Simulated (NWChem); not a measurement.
**Total energies of Pb**

```
Pb
```
Charge 0, spin multiplicity 3.

The numbers come from NWChem runs, not from measurements.

Basis set: def2-SVP (26 functions).

| method | total energy (Ha) |
|---|---|
| UHF | -191.83338 |
| UMP2 | -191.88857 |
| UB2PLYP | -192.51517 |
| UPBE | -192.85919 |
| UB3LYP | -192.90128 |
| UTPSS | -192.77187 |

Total energies of different functionals aren't comparable as a measure of quality: only differences taken within one method are. 

Effective core potentials replace the inner electrons of Pb; spin-orbit coupling is left out. The correlated methods keep 4 core orbitals frozen. B3LYP has NWChem's definition, with VWN1-RPA local correlation. The stability of the SCF solutions was not checked. Open-shell Hartree-Fock references start from PBE0 orbitals.
